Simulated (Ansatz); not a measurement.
Program: Ansatz. Geometries: PBE0-D4/def2-TZVP. ΔE: electronic, gas phase. CBS: MP2 limit from def2 TZ/QZ plus the TZ coupled-cluster correction, frozen cores. This one scheme is used for every species. Elements past krypton have def2 core potentials. For I outer-core shells are correlated without core-valence functions, which leaves a few kJ/mol of doubt a bond. One conformer a species, not always the lowest.

Reaction (formal exchange of groups at a C–I bond): `[SiH3]OCI` + `C=C` → `C=CCO[SiH3]` + HI

`[SiH3]OCI`:

Cartesian coordinates in Å:
```
Si 1.312 0.199 -0.328
O 0.004 0.522 0.649
C -1.176 -0.161 0.614
I -2.318 0.156 -1.229
H 1.154 0.841 -1.654
H 2.476 0.763 0.391
H 1.442 -1.273 -0.490
H -1.055 -1.244 0.651
H -1.840 0.198 1.396
```

`C=C`:

Cartesian coordinates in Å:
```
C -0.020 0.041 0.660
C 0.020 -0.041 -0.660
H -0.844 0.523 1.176
H 0.769 -0.369 1.281
H 0.844 -0.523 -1.176
H -0.769 0.369 -1.281
```

`C=CCO[SiH3]`:

Cartesian coordinates in Å:
```
C -2.131 1.259 0.746
C -0.832 1.239 0.493
C -0.165 0.220 -0.363
O 0.939 -0.332 0.329
Si 1.892 -1.499 -0.327
H -2.582 2.036 1.352
H -2.795 0.495 0.352
H -0.177 2.003 0.906
H 0.185 0.692 -1.294
H -0.882 -0.564 -0.640
H 2.521 -1.022 -1.591
H 1.095 -2.718 -0.643
H 2.931 -1.809 0.680
```

HI:

Z-matrix (Å, degrees):
```
I
H 1 1.610
```

```tsv
species	CCSD(T)/CBS(def2) energy (Eh)
`[SiH3]OCI`	-702.77100
`C=C`	-78.48111
`C=CCO[SiH3]`	-483.21946
HI	-298.03592
```

Question: Work out ΔE.

Answer: ΔE = (-483.21946) + (-298.03592) − (-702.77100) − (-78.48111) = -0.00327 Eh = -0.09 eV.

Largest T1 diagnostic among the species: 0.011.

In def2-TZVPP, CCSD(T) changes the Hartree–Fock value by +0.09 eV (the triples alone add +0.04 eV) and MP2 by +0.14 eV. From PBE to PBE0 (25 % exact exchange), in def2-TZVPP and without D4, ΔE moves by −0.07 eV.
